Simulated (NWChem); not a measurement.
System: C₃H₆ClF; SMILES C[C@H](F)CCl

NWChem printed, in part:

```
             Northwest Computational Chemistry Package (NWChem) 7.3.0
             --------------------------------------------------------

 C1  symmetry detected

                             Geometry "geometry" -> ""
                             -------------------------

 Output coordinates in angstroms (scale by  1.889725989 to convert to a.u.)

  No.       Tag          Charge          X              Y              Z
 ---- ---------------- ---------- -------------- -------------- --------------
    1 C                    6.0000     0.67286316     2.16196963    -0.05447750
    2 C                    6.0000    -0.02087675     0.84437342    -0.32329556
    3 F                    9.0000    -1.31295647     0.91701287     0.14546547
    4 C                    6.0000     0.67883939    -0.31600004     0.34943684
    5 Cl                  17.0000    -0.05757807    -1.88185637    -0.07400045
    6 H                    1.0000     0.74590087     2.35001097     1.02759308
    7 H                    1.0000     1.68525517     2.17332185    -0.48401669
    8 H                    1.0000     0.09596669     2.98123112    -0.50605604
    9 H                    1.0000    -0.07345665     0.64939065    -1.40942703
   10 H                    1.0000     0.62175617    -0.20593208     1.44194721
   11 H                    1.0000     1.73505840    -0.35163813     0.04879534

 Effective nuclear repulsion energy (a.u.)     231.0062855917

  pbe96 is a nonlocal functional; adding pw91lda local functional.

                                 NWChem DFT Module
                                 -----------------

 Summary of "ao basis" -> "ao basis" (spherical)
 ------------------------------------------------------------------------------
       Tag                 Description            Shells   Functions and Types
 ---------------- ------------------------------  ------  ---------------------
 C                           6-31g*                  6       14   3s2p1d
 F                           6-31g*                  6       14   3s2p1d
 Cl                          6-31g*                  8       18   4s3p1d
 H                           6-31g*                  2        2   2s

            General Information
            -------------------
          SCF calculation type: DFT
          Wavefunction type:  closed shell.
          No. of atoms     :    11
          No. of electrons :    50
           Alpha electrons :    25
            Beta electrons :    25
          Charge           :     0
          Spin multiplicity:     1
          Use of symmetry is: off; symmetry adaption is: off
          Maximum number of iterations: 150
          AO basis - number of functions:    86
                     number of shells:    44
          Convergence on energy requested:  1.00D-06
          Convergence on density requested:  1.00D-05
          Convergence on gradient requested:  5.00D-04

              XC Information
              --------------
                     Hartree-Fock (Exact) Exchange  1.000
                     LC-wPBE(h)Exchange Functional  1.000
            Perdew 1991 LDA Correlation Functional  1.000 local
           PerdewBurkeErnz. Correlation Functional  1.000 non-local

           Range-Separation Parameters
           ---------------------------
           Alpha           :  0.00
           Beta            :  1.00
           Gamma           :  0.25
           Short-Range HF  :     F

             Grid Information
             ----------------
          Grid used for XC integration:  medium
          Radial quadrature: Mura-Knowles
          Angular quadrature: Lebedev.
          Tag              B.-S. Rad. Rad. Pts. Rad. Cut. Ang. Pts.
          ---              ---------- --------- --------- ---------
          C                   0.70       49          11.0       434
          F                   0.50       49           9.0       434
          Cl                  1.00       88          11.0       590
          H                   0.35       45          12.0       434
          Grid pruning is: on
          Number of quadrature shells:   554
          Spatial weights used:  Erf1

      Superposition of Atomic Density Guess
      -------------------------------------

 Sum of atomic energies:        -674.79307242

      Non-variational initial energy
      ------------------------------

 Total energy =    -677.145779
 1-e energy   =   -1388.387238
 2-e energy   =     480.235174
 HOMO         =      -0.347419
 LUMO         =       0.072767

   convergence    iter        energy       DeltaE   RMS-Dens  Diis-err
 ---------------- ----- ----------------- --------- --------- ---------
 d= 0,ls=0.0,diis     1   -677.4876905107 -9.08D+02  1.26D-02  8.64D-01
 d= 0,ls=0.0,diis     2   -677.5075629315 -1.99D-02  6.11D-03  7.93D-01
 d= 0,ls=0.0,diis     3   -677.5801303379 -7.26D-02  1.14D-03  2.77D-02
 d= 0,ls=0.0,diis     4   -677.5822831954 -2.15D-03  4.21D-04  2.69D-03
 d= 0,ls=0.0,diis     5   -677.5825461262 -2.63D-04  1.21D-04  7.67D-05
  Resetting Diis
 d= 0,ls=0.0,diis     6   -677.5825568110 -1.07D-05  3.62D-05  6.69D-06
 d= 0,ls=0.0,diis     7   -677.5825577615 -9.51D-07  1.40D-05  5.89D-07
 d= 0,ls=0.0,diis     8   -677.5825577989 -3.74D-08  4.45D-06  4.17D-07

         Total DFT energy =     -677.582557798915
      One electron energy =    -1391.827665875690
           Coulomb energy =      540.141260286793
    Exchange-Corr. energy =      -56.902437801747
 Nuclear repulsion energy =      231.006285591730

 Numeric. integr. density =       49.999999990763

                       DFT Final Molecular Orbital Analysis
                       ------------------------------------

 Vector   23  Occ=2.000000D+00  E=-4.003968D-01
              MO Center= -5.2D-01,  9.6D-01, -1.5D-01, r^2= 2.2D+00
   Bfn.  Coefficient  Atom+Function         Bfn.  Coefficient  Atom+Function
  ----- ------------  ---------------      ----- ------------  ---------------
    33      0.377221   3 F  pz               32      0.275354   3 F  py
    37      0.271728   3 F  pz               82      0.227769   9 H  s
    19     -0.223416   2 C  pz               36      0.198857   3 F  py
    81      0.198907   9 H  s                 4      0.175880   1 C  py
     6     -0.163732   1 C  s                18     -0.155407   2 C  py

 Vector   24  Occ=2.000000D+00  E=-3.740176D-01
              MO Center=  5.7D-02, -1.6D+00,  1.1D-02, r^2= 1.8D+00
   Bfn.  Coefficient  Atom+Function         Bfn.  Coefficient  Atom+Function
  ----- ------------  ---------------      ----- ------------  ---------------
    65      0.570226   5 Cl pz               63     -0.402824   5 Cl px
    69      0.319247   5 Cl pz               67     -0.224055   5 Cl px
    61     -0.222651   5 Cl pz               59      0.157161   5 Cl px
    47     -0.140082   4 C  pz               84     -0.136133  10 H  s
    86      0.126441  11 H  s                83     -0.116637  10 H  s

 Vector   25  Occ=2.000000D+00  E=-3.717213D-01
              MO Center= -2.3D-02, -1.2D+00, -4.7D-02, r^2= 2.8D+00
   Bfn.  Coefficient  Atom+Function         Bfn.  Coefficient  Atom+Function
  ----- ------------  ---------------      ----- ------------  ---------------
    63      0.450772   5 Cl px               64     -0.321703   5 Cl py
    65      0.311293   5 Cl pz               67      0.253846   5 Cl px
    68     -0.185264   5 Cl py               18     -0.182296   2 C  py
    59     -0.176130   5 Cl px               69      0.174787   5 Cl pz
    45     -0.139326   4 C  px               60      0.125443   5 Cl py

 Vector   26  Occ=0.000000D+00  E= 1.026472D-01
              MO Center=  2.5D-01, -9.1D-01,  4.0D-02, r^2= 3.6D+00
   Bfn.  Coefficient  Atom+Function         Bfn.  Coefficient  Atom+Function
  ----- ------------  ---------------      ----- ------------  ---------------
    48      1.023320   4 C  s                68     -0.741531   5 Cl py
    50     -0.700622   4 C  py               66     -0.654766   5 Cl s
     6      0.459845   1 C  s                64     -0.392880   5 Cl py
    80     -0.378521   8 H  s                46     -0.363570   4 C  py
    67     -0.353873   5 Cl px               82     -0.257278   9 H  s

 Vector   27  Occ=0.000000D+00  E= 1.631914D-01
              MO Center=  1.1D+00,  7.3D-01, -2.2D-01, r^2= 4.2D+00
   Bfn.  Coefficient  Atom+Function         Bfn.  Coefficient  Atom+Function
  ----- ------------  ---------------      ----- ------------  ---------------
    86      1.174739  11 H  s                78      0.993499   7 H  s
     6     -0.733293   1 C  s                49     -0.677257   4 C  px
    48     -0.627163   4 C  s                20     -0.553600   2 C  s
    82      0.508483   9 H  s                 7     -0.472529   1 C  px
    21     -0.321440   2 C  px                8     -0.288603   1 C  py

 Vector   28  Occ=0.000000D+00  E= 1.828006D-01
              MO Center=  4.9D-01,  7.3D-01,  8.9D-01, r^2= 4.1D+00
   Bfn.  Coefficient  Atom+Function         Bfn.  Coefficient  Atom+Function
  ----- ------------  ---------------      ----- ------------  ---------------
    84      1.382937  10 H  s                76      1.055225   6 H  s
     6     -0.863480   1 C  s                51     -0.803922   4 C  pz
    48     -0.747520   4 C  s                 9     -0.482147   1 C  pz
    82     -0.398680   9 H  s                21      0.268967   2 C  px
    47     -0.261181   4 C  pz               34      0.234346   3 F  s

     Multipole analysis of the density
     ---------------------------------

     L   x y z        total         alpha         beta         nuclear
     -   - - -        -----         -----         ----         -------
     0   0 0 0     -0.000000    -25.000000    -25.000000     50.000000

     1   1 0 0      0.857414      0.428707      0.428707      0.000000
     1   0 1 0      0.764790      0.382395      0.382395     -0.000000
     1   0 0 1     -0.010767     -0.005383     -0.005383      0.000000

[...]
```

Level: LC-wPBE (HJS exchange hole, range parameter 0.25 per bohr)/6-31G* (spherical d), vertical spin-unrestricted ions. Coordinates come from a PBE0/def2-SVP optimisation.

**Question.** Write an input that gives this output.

**Answer.** Several could match; the one computed here: the input that was run:
```
start job
memory heap 200 mb stack 900 mb global 1100 mb
geometry units angstroms noautoz
  C      0.735462     2.121881    -0.075879
  C     -0.010302     0.829140    -0.325388
  F     -1.313797     0.978972     0.090466
  C      0.607705    -0.337306     0.413604
  Cl    -0.186871    -1.881517     0.016644
  H      0.777534     2.345620     1.001034
  H      1.762365     2.070362    -0.466246
  H      0.215545     2.950146    -0.577462
  H     -0.032137     0.597370    -1.405328
  H      0.515770    -0.184957     1.498634
  H      1.671354    -0.433079     0.155278
end
basis spherical
  * library 6-31g*
end
dft
  xc xwpbe 1.00 cpbe96 1.0 hfexch 1.00
  cam 0.25 cam_alpha 0.0 cam_beta 1.0
  iterations 150
  vectors input atomic output neutral.movecs
end
task dft energy
charge 1
dft
  odft
  mult 2
  vectors input atomic output cation.movecs
end
task dft energy
```
